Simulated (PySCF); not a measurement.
C2H9NSi3, SMILES [SiH3]C#C[SiH2]N[SiH3].

Geometry: PBE-D3(BJ)/def2-SVP. This is a generated structure with no PubChem entry under its InChIKey; it may be hypothetical. Other conformers were not sampled.

Two levels are set side by side: TDA-PBE/def2-SVPD (PySCF) and TDA-B3LYP/def2-SVPD (PySCF). Vertical, same geometry. The lowest singlet is HOMO→LUMO 96 % with PBE and HOMO−1→LUMO 80 % with the other functional; states are paired by order. Differences are taken from unrounded values.

```tsv
quantity	TDA-B3LYP	TDA-PBE	TDA-PBE minus TDA-B3LYP
lowest singlet excitation (eV)	5.27	4.67	-0.60
lowest triplet excitation (TDA) (eV)	4.37	4.25	-0.12
```

Functionals without exact exchange tend to place singlet excitations lower, as here. Differences between two approximate levels are no errors against the true value.

Rough cost on one machine, each run with all the roots and properties that it gave: TDA-B3LYP against TDA-PBE about 2 times.
